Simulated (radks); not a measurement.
The numbers below are computed, except where a source is named.
Eu, 63 electrons, occupied as [Xe] 4f6 5d1 6s2 (not the ground configuration).

Level of theory: scalar-relativistic Kohn-Sham, r2SCAN, spin-unpolarised, spherical densities, finite nucleus; meta-GGA in the generalised Kohn-Sham scheme; Fermi nuclear charge, rms radius 5.1115 fm (a radial shooting solver on a logarithmic mesh with Libxc functionals).

Energy parts (eV):
total: -295088.29
kinetic: 316117.76
electron-nucleus: -718828.49
Hartree: 114209.66
exchange-correlation: -6587.21

Orbitals (lengths in bohr, moments of r in powers of bohr; r(max) is where P^2 peaks):
orbital  occ.  eigenvalue (eV)   r(max)
1s          2        -48443.70  0.01420
2s          2        -7982.401  0.08052
2p          6        -7109.469  0.06514
3s          2        -1770.857   0.2286
3p          6        -1497.751   0.2243
3d         10        -1132.617   0.1840
4s          2        -361.2926   0.5272
4p          6        -270.8282   0.5499
4d         10        -144.2631   0.5723
5s          2         -49.6952    1.224
5p          6         -27.6121    1.382
4f          6          -8.2337   0.5852
6s          2          -4.1630    3.499
5d          1          -2.5379    1.951

The highest occupied level is 5d at -2.538 eV. The electron density at the nucleus is 6.055e+05 e/bohr^3 (large components only).
